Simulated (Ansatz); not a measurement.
Geometry optimisation, Ansatz, RKS PBE0-D4/def2-SVP.

input.yaml

```yaml
crystal:
  periodic: [false, false, false]
  atoms:
    - { symbol: C, position_ang: [-0.8245, 1.1234, 1.2792] }
    - { symbol: C, position_ang: [0.581, 1.1038, 0.84] }
    - { symbol: Sn, position_ang: [1.0086, -0.8309, 0.0263] }
    - { symbol: Si, position_ang: [-0.3707, -1.2612, -1.9419] }
    - { symbol: H, position_ang: [-1.0724, 0.3931, 2.026] }
    - { symbol: H, position_ang: [-1.5331, 1.0034, 0.3916] }
    - { symbol: H, position_ang: [-1.071, 2.1738, 1.6902] }
    - { symbol: H, position_ang: [0.8193, 1.8913, 0.0562] }
    - { symbol: H, position_ang: [1.2446, 1.3176, 1.7576] }
    - { symbol: H, position_ang: [2.72, -0.8765, -0.4381] }
    - { symbol: H, position_ang: [0.744, -2.0467, 1.2884] }
    - { symbol: H, position_ang: [-0.1881, -0.237, -2.9467] }
    - { symbol: H, position_ang: [-1.8995, -1.1939, -1.5258] }
    - { symbol: H, position_ang: [-0.1711, -2.5892, -2.4741] }
basis:
  gaussian: { orbitals: def2-SVP }
hamiltonian:
  xc: pbe0
  dispersion: d4
relax:
  f_tol: 0.015
  max_steps: 40
```

Run as:

```bash
$ ansatz run input.yaml --threads 2 --pin off --max-ram 3072MiB --backend cpu --events-out ev --progress --plain --runs-dir out
```

**Question.** Where does it end, and by what steps?

**Answer.** The forces met the threshold. The force dipped under the threshold on the way, but the program's further checks kept it going. After 9 steps the energy has fallen by 0.479 eV; H5 moved furthest, 0.13 Å.

```tsv
step	energy less start (eV)	largest force component (eV/Å)	accepted
0	0.0000	2.720	yes
1	-0.3580	1.137	yes
2	-0.4663	0.320	yes
3	-0.4766	0.106	yes
4	-0.4783	0.020	yes
5	-0.4786	0.003	yes
6	-0.4787	0.009	yes
7	-0.4788	0.013	yes
8	-0.4789	0.018	yes
9	-0.4790	0.011	yes
```

```xyz
14
Properties=species:S:1:pos:R:3
C -0.873 1.227 1.290
C 0.590 1.097 0.889
Sn 1.082 -0.842 0.053
Si -0.441 -1.306 -1.968
H -1.160 0.483 2.050
H -1.549 1.088 0.430
H -1.089 2.222 1.714
H 0.866 1.850 0.134
H 1.258 1.255 1.751
H 2.733 -0.881 -0.423
H 0.839 -2.050 1.253
H -0.250 -0.245 -3.007
H -1.878 -1.294 -1.551
H -0.141 -2.634 -2.587
```

Whether the end is a true minimum wasn't checked by a vibrational analysis.

Time of the run: 47 s on 2 threads of Arm Neoverse V1, with other jobs on the host, peak memory 0.31 GiB.
